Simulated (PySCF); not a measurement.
H5NSn, SMILES [SnH3][NH2].

The structure is a stationary point at B3LYP-D3(BJ)/def2-TZVP. The def2 effective core potentials stand for the cores of Sn; spin–orbit coupling is left out.

Computed with C-PCM-ωB97X/def2-SVP in PySCF.

The values are the electrostatic part of the solvation free energy, E(continuum) − E(gas) at the gas-phase geometry, in a cavity of scaled van der Waals radii (PySCF's table); cavitation and dispersion terms are not included. A continuum can't describe solvent molecules that bind to the metal. In vacuum the orbital gap is 11.58 eV. The dipole moment in vacuum is 1.21 D.

```csv
solvent,ε,ΔG(elec) (kcal/mol),dipole (D),gap (eV)
water,78.36,-3.7,1.53,11.81
tetrahydrofuran,7.43,-3.2,1.48,11.78
acetone,20.49,-3.5,1.52,11.80
```
